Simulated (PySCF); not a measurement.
**Si (silicon, neutral) across methods**

[Ne] 3s1 3p2 4s1, high-spin 5P determinant (an excited configuration). Calculation: PySCF 2.14, in aug-cc-pV(D+d)Z; no relativity, point nucleus.

| method | E (hartree) | mean ε 3s α (eV) | mean ε 3p α (eV) | mean ε 4s α (eV) | Σ⟨r²⟩ (bohr²) | ⟨S²⟩ |
| --- | --- | --- | --- | --- | --- | --- |
| r2SCAN | -288.9786 | -16.316 | -8.672 | -1.713 | 57.03 | 6.000 |
| UHF | -288.53299 | -22.298 | -12.603 | -2.931 | 57.61 | 6.000 |
| PBE | -288.8490 | -15.713 | -8.314 | -1.723 | 56.79 | 6.000 |
| BLYP | -288.9909 | -15.414 | -7.992 | -1.481 | 56.73 | 6.000 |
| M06-2X | -288.9609 | -18.692 | -10.182 | -2.636 | 57.50 | 6.000 |
| TPSSh | -289.0082 | -16.556 | -8.835 | -1.842 | 57.11 | 6.000 |
| PBE0 | -288.8792 | -17.481 | -9.491 | -2.100 | 56.96 | 6.000 |
| LDA | -287.8284 | -15.749 | -8.294 | -1.792 | 56.59 | 6.000 |

**Question.** Estimate the same row for B3LYP.

**Answer.** E (hartree) = -289.0082; mean ε 3s α (eV) = -17.003; mean ε 3p α (eV) = -9.104; mean ε 4s α (eV) = -1.925; Σ⟨r²⟩ (bohr²) = 56.78; ⟨S²⟩ = 6.000.

The outer electron is Rydberg-like, and this basis confines it to a smaller radius and binds it less than a complete one would.
